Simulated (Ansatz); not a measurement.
def2 core potentials replace the inner electrons of Sn.

B3LYP has the VWN-RPA correlation part, as in Gaussian. 

Cartesian coordinates (Å):
```xyz
17

C     -1.3876     0.1768    -1.3982
C     -0.9599    -0.3350    -0.0290
C     -1.5516     0.4563     1.1300
Sn     1.1821    -0.3045     0.1097
O      2.0895    -1.6165    -1.0713
O      1.9150     1.4703    -0.3973
O      1.8520    -0.6545     1.9452
H     -0.9761    -0.4358    -2.2150
H     -1.0629     1.2170    -1.5598
H     -2.4874     0.1562    -1.4880
H     -1.2247    -1.4007     0.0715
H     -1.2244     0.0678     2.1064
H     -2.6539     0.4114     1.1010
H     -1.2677     1.5197     1.0780
H      2.7514    -1.1689    -1.6128
H      2.4974     1.8017     0.2971
H      2.5087    -1.3615     1.9324
```
Charge 0, spin multiplicity 1.

### Question
What vertical ionisation energy (Delta-SCF), HOMO–LUMO gap and LUMO does B3LYP-D3(BJ)/def2-TZVP // PBE0-D3(BJ)/def2-SVP in Ansatz (a first-principles code) give?

### Answer

```json
{
  "vertical ionisation energy (Delta-SCF)": "9.55 eV",
  "HOMO–LUMO gap": "6.38 eV",
  "LUMO": "-1.24 eV"
}
```
